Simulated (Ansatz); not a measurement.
A structure relaxed at r2SCAN-D4/def2-SVP in Ansatz, charge 1, doublet:

```xyz
9

Ge   -2.2189    0.8027   -0.2309
Ge    0.7275   -1.4661    0.1868
Ge    1.4249    1.6098   -0.0603
F     1.0974    0.1043   -1.1720
F    -0.4330    1.7168    0.2531
F    -1.0000   -0.9142    0.1955
F     0.6959   -2.5712    1.5094
F    -1.6552    0.7258   -1.8650
F     1.3613   -0.0078    1.1833
```

Q: Give its formula.

A: the cluster Ge₃F₆⁺.

Q: Summarise the bond lengths by kind (pairs closer than 1.2 times the sum of covalent radii, bridged metal pairs left out).

A: 9 × F–Ge 1.72 to 2.11 Å.

The relaxation made no stability test and no search for a lower SCF solution. The structure comes from a short search, and lower isomers may exist.
